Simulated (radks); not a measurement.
Results of a calculation; reference values are marked as such.
Q: Zn XVII, 14 electrons, occupied as [Ne] 3s2 3p2 (the NIST ground configuration). Code: a radial shooting solver on a logarithmic mesh with Libxc functionals. Model: scalar-relativistic Kohn-Sham, r2SCAN, spin-polarised, spherical densities, finite nucleus; open shells are filled with parallel spins first; meta-GGA in the generalised Kohn-Sham scheme; Fermi nuclear charge, rms radius 3.9283 fm. Some entries of the table are withheld. Estimate them.

orbital,occ.,eigenvalue (hartree),<1/r> (bohr^-1),<r^2> (bohr^2)
1s up,1,-372.7838,30.22,0.003407
1s down,1,-372.6769,30.23,0.003405
2s up,1,-64.00101,(1),0.05883
2s down,1,-63.94836,(2),0.05868
2p up,3,-58.37320,6.523,(3)
2p down,3,-58.26627,6.519,(4)
3s up,1,-22.32610,2.514,(5)
3s down,1,-21.90233,2.495,(6)
3p up,2,-20.51677,2.426,0.3718
3p down,0,-20.10209,2.415,0.3756

A: 
(1) 2s up <1/r> (bohr^-1): 6.671
(2) 2s down <1/r> (bohr^-1): 6.671
(3) 2p up <r^2> (bohr^2): 0.04681
(4) 2p down <r^2> (bohr^2): 0.04676
(5) 3s up <r^2> (bohr^2): 0.3771
(6) 3s down <r^2> (bohr^2): 0.3811
